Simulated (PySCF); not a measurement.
Isomers of C7H5NO2, mass 135.032 u with the commonest isotopes. Method: PBE0/def2-SVPD in PySCF (dipole) on a GFN2-xTB geometry, gas phase. One conformer each, none proved a minimum here; rigid rotors.

Question: Order these by rotational constant A, largest first.
A. `[O:1]=[CH:2][C:3]#[C:4][C:5]#[C:6][CH2:7][NH:8][CH:9]=[O:10]` with C6–C7–N8–C9 -120°, C7–N8–C9–O10 -2°
B. `[CH2:1]=[N:2][c:3]1[cH:4][o:5][c:6]2[cH:7][cH:8][o:9][c:10]12` with C1–N2–C3–C4 180°
C. `[OH:1][c:2]1[cH:3][cH:4][c:5]2[cH:6][n:7][o:8][c:9]2[cH:10]1` with H–O1–C2–C3 180°

Answer: A (6770 MHz), C (3584 MHz), B (2540 MHz).

Question: Order these by rotational constant C, smallest first.
A. `[OH:1][c:2]1[cH:3][cH:4][c:5]2[cH:6][n:7][o:8][c:9]2[cH:10]1` with H–O1–C2–C3 180°
B. `[CH2:1]=[N:2][c:3]1[cH:4][o:5][c:6]2[cH:7][cH:8][o:9][c:10]12` with C1–N2–C3–C4 180°
C. `[O:1]=[CH:2][C:3]#[C:4][C:5]#[C:6][CH2:7][NH:8][CH:9]=[O:10]` with C6–C7–N8–C9 -120°, C7–N8–C9–O10 -2°

Answer: C (325.1 MHz), A (824.6 MHz), B (883.7 MHz).

Question: Order these by rotational constant B, largest first.
A. `[OH:1][c:2]1[cH:3][cH:4][c:5]2[cH:6][n:7][o:8][c:9]2[cH:10]1` with H–O1–C2–C3 180°
B. `[CH2:1]=[N:2][c:3]1[cH:4][o:5][c:6]2[cH:7][cH:8][o:9][c:10]12` with C1–N2–C3–C4 180°
C. `[O:1]=[CH:2][C:3]#[C:4][C:5]#[C:6][CH2:7][NH:8][CH:9]=[O:10]` with C6–C7–N8–C9 -120°, C7–N8–C9–O10 -2°

Answer: B (1355 MHz), A (1071 MHz), C (328.6 MHz).

| SMILES | point group | Ia (u·Å²) | Ib (u·Å²) | Ic (u·Å²) | κ | μa (D) | μb (D) | μc (D) |
| --- | --- | --- | --- | --- | --- | --- | --- | --- |
| C=Nc1coc2ccoc12 | Cs | 198.95 | 372.93 | 571.88 | -0.43 | 1.27 | 1.13 | 0.00 |
| O=CC#CC#CCNC=O | C1 | 74.65 | 1537.77 | 1554.31 | -1.00 | 2.32 | 0.57 | 3.89 |
| Oc1ccc2cnoc2c1 | Cs | 141.02 | 471.89 | 612.91 | -0.82 | 2.36 | 0.79 | 0.01 |
